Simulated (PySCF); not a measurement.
SnCl₃, SMILES [Sn+]([Cl])([Cl])[Cl], charge +1.

Geometry: PBE0-D3(BJ)/def2-SVP. The multiplicity is an assumed one; other spin states were not compared. The isomer is the one that the SMILES or the coordinates give; other isomers of the formula were not compared. The def2 effective core potentials stand for the cores of Sn; spin–orbit coupling is left out.

Two levels are set side by side: TDA-PBE/def2-SVPD (PySCF) and TDA-B3LYP/def2-SVPD (PySCF). Vertical, same geometry. The lowest singlet is HOMO→LUMO 100 % with PBE and HOMO→LUMO 100 % with the other functional; states are paired by order. Differences are taken from unrounded values.

```
quantity                              TDA-B3LYP  TDA-PBE  TDA-PBE minus TDA-B3LYP
------------------------------------  ---------  -------  -----------------------
lowest singlet excitation (eV)             3.71     3.29                    -0.42
lowest triplet excitation (TDA) (eV)       3.30     2.92                    -0.38
```

A lower first singlet is the usual sign of a functional without exact exchange. Differences between two approximate levels are no errors against the true value.

Rough cost on one machine, each run with all the roots and properties that it gave: TDA-B3LYP against TDA-PBE about 2 times.
